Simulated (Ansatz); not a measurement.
Gas-phase electronic energies from Ansatz, PBE0-D4/def2-TZVP geometries. CBS: MP2 limit from def2 TZ/QZ plus the TZ coupled-cluster correction, frozen cores. Functionals use def2-TZVPP. B3LYP here is the variant with VWN-RPA as its local correlation; programs differ in this. Each species was taken in one conformer, which may not be the lowest.

Consider the isomerisation: `C=C[SiH](O)F` → `C=C(F)[SiH2]O`.

Q: Is it downhill or uphill in electronic energy at CCSD(T)/CBS, and by how much? (Best estimate.)

A: The calculation gave: Uphill: ΔE = +240.9 kJ/mol.

Q: What do these levels give: PBE0-D4, ωB97X-V, B2PLYP, PBE, r2SCAN, PBE0, B3LYP, MP2/def2-TZVPP, CCSD/def2-TZVPP, HF/def2-QZVPP, MP2/def2-QZVPP, HF/CBS(def2)? (An estimate is asked.)

A: Computed: PBE0-D4 223.7, ωB97X-V 226.0, B2PLYP 234.8, PBE 213.1, r2SCAN 227.7, PBE0 223.2, B3LYP 226.4, MP2/def2-TZVPP 246.6, CCSD/def2-TZVPP 239.5, HF/def2-QZVPP 244.1, MP2/def2-QZVPP 249.3, HF/CBS(def2) 244.3 kJ/mol.

Largest T1 diagnostic among the species: 0.012.

From PBE to PBE0 (25 % exact exchange), in def2-TZVPP and without D4, ΔE moves by +10.1 kJ/mol.
